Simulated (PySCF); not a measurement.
C2H6Se2, charge -1, doublet, at the geometry of the source list (a state made from the parent by changing its charge; the spin is typed, not shown lowest) (in this run its highest filled SCF level lies above zero, so its values depend strongly on the basis, on diffuse functions most of all); DF-B3LYP/pcseg-2 (PySCF).

PySCF was given this input:
```python
from pyscf import gto, scf, dft

mol = gto.M(
    atom='''
C     2.01510000   -0.32350000   -0.24910000
Se    1.02440000    1.33360000    0.16400000
Se   -0.89960000    0.95360000   -1.02150000
C    -2.03050000    0.08300000    0.34350000
H     3.05470000   -0.14740000    0.01100000
H     1.92310000   -0.53140000   -1.31100000
H     1.61680000   -1.14640000    0.33800000
H    -2.87930000   -0.35460000   -0.17780000
H    -2.37080000    0.82700000    1.06170000
H    -1.45390000   -0.69400000    0.84130000
''',
    basis='pcseg-2',
    charge=-1,
    spin=1,
    verbose=4,
)

mf = dft.UKS(mol)
mf.xc = 'b3lyp'
mf = mf.density_fit(auxbasis='def2-universal-jkfit')
mf.kernel()
```

Output, abridged:

```
PySCF version 2.14.0

[INPUT] verbose = 4
[INPUT] num. atoms = 10
[INPUT] num. electrons = 87
[INPUT] charge = -1
[INPUT] spin (= nelec alpha-beta = 2S) = 1
[INPUT] symmetry False subgroup None
[INPUT] Mole.unit = angstrom
[INPUT] Symbol           X                Y                Z      unit          X                Y                Z       unit  Magmom
[INPUT]  1 C      2.015100000000  -0.323500000000  -0.249100000000 AA    3.807987113611  -0.611326401297  -0.470730777629 Bohr   0.0
[INPUT]  2 Se     1.024400000000   1.333600000000   0.164000000000 AA    1.935835442004   2.520138759720   0.309915084429 Bohr   0.0
[INPUT]  3 Se    -0.899600000000   0.953600000000  -1.021500000000 AA   -1.699997621659   1.802042832385  -1.930355236243 Bohr   0.0
[INPUT]  4 C     -2.030500000000   0.083000000000   0.343500000000 AA   -3.837088895929   0.156847268339   0.649120923788 Bohr   0.0
[INPUT]  5 H      3.054700000000  -0.147400000000   0.011000000000 AA    5.772546392709  -0.278545630761   0.020786987370 Bohr   0.0
[INPUT]  6 H      1.923100000000  -0.531400000000  -1.311000000000 AA    3.634132310151  -1.004200462594  -2.477430949305 Bohr   0.0
[INPUT]  7 H      1.616800000000  -1.146400000000   0.338000000000 AA    3.055309198197  -2.166382029201   0.638727430103 Bohr   0.0
[INPUT]  8 H     -2.879300000000  -0.354600000000  -0.177800000000 AA   -5.441088430460  -0.670096883771  -0.335993304948 Bohr   0.0
[INPUT]  9 H     -2.370800000000   0.827000000000   1.061700000000 AA   -4.480162696119   1.562803505015   2.006322226451 Bohr   0.0
[INPUT] 10 H     -1.453900000000  -0.694000000000   0.841300000000 AA   -2.747472812505  -1.311469930448   1.589826588597 Bohr   0.0

nuclear repulsion = 543.491287013519
number of shells = 34
number of NR pGTOs = 426
number of NR cGTOs = 230
basis = pcseg-2
ecp = {}

******** <class 'pyscf.df.df_jk.DFUKS'> ********
method = DFUKS
initial guess = minao
damping factor = 0
level_shift factor = 0
DIIS = <class 'pyscf.scf.diis.CDIIS'>
diis_start_cycle = 1
diis_space = 8
diis_damp = 0
SCF conv_tol = 1e-09
SCF conv_tol_grad = None
SCF max_cycles = 50
direct_scf = False
number electrons alpha = 44  beta = 43
XC library pyscf.dft.libxc version 7.1.2
    S. Lehtola, C. Steigemann, M. J. T. Oliveira, and M. A. L. Marques,  SoftwareX 7, 1–5 (2018)
XC functionals = b3lyp
    P. J. Stephens, F. J. Devlin, C. F. Chabalowski, and M. J. Frisch,  J. Phys. Chem. 98, 11623 (1994)
radial grids:
    Treutler-Ahlrichs [JCP 102, 346 (1995); DOI:10.1063/1.469408] (M4) radial grids

becke partition: Becke, JCP 88, 2547 (1988); DOI:10.1063/1.454033
pruning grids: <function nwchem_prune>
grids dens level: 3
symmetrized grids: False
atomic radii adjust function: <function treutler_atomic_radii_adjust>
small_rho_cutoff = 0
Set gradient conv threshold to 3.16228e-05
tot grids = 127936
******** <class 'pyscf.df.df.DF'> ********
auxbasis = def2-universal-jkfit
init E= -4881.44487041633

cycle= 1 E= -4883.04661022573  delta_E= -1.6  |g|= 0.373  |ddm|= 2.31
cycle= 2 E= -4883.02043841838  delta_E= 0.0262  |g|= 0.39  |ddm|= 7.31
cycle= 3 E= -4883.11645906325  delta_E= -0.096  |g|= 0.118  |ddm|= 5.71
cycle= 4 E= -4883.12174082043  delta_E= -0.00528  |g|= 0.0154  |ddm|= 0.557
cycle= 5 E= -4883.12182041171  delta_E= -7.96e-05  |g|= 0.0105  |ddm|= 0.171
cycle= 6 E= -4883.12188760396  delta_E= -6.72e-05  |g|= 0.00238  |ddm|= 0.0376
cycle= 7 E= -4883.12189305586  delta_E= -5.45e-06  |g|= 0.00082  |ddm|= 0.0377
cycle= 8 E= -4883.12189425097  delta_E= -1.2e-06  |g|= 0.000251  |ddm|= 0.0246
cycle= 9 E= -4883.12189462805  delta_E= -3.77e-07  |g|= 0.000102  |ddm|= 0.0182
cycle= 10 E= -4883.12189474933  delta_E= -1.21e-07  |g|= 6.26e-05  |ddm|= 0.0121
cycle= 11 E= -4883.12189477422  delta_E= -2.49e-08  |g|= 3.81e-05  |ddm|= 0.00492
cycle= 12 E= -4883.12189478172  delta_E= -7.51e-09  |g|= 2.42e-05  |ddm|= 0.0027
cycle= 13 E= -4883.12189478429  delta_E= -2.56e-09  |g|= 8.6e-06  |ddm|= 0.00219
cycle= 14 E= -4883.12189478444  delta_E= -1.55e-10  |g|= 2.7e-06  |ddm|= 0.000347
Extra cycle  E= -4883.12189478446  delta_E= -1.64e-11  |g|= 3.09e-06  |ddm|= 4.58e-05
converged SCF energy = -4883.12189478446  <S^2> = 0.75234732  2S+1 = 2.0023459
```
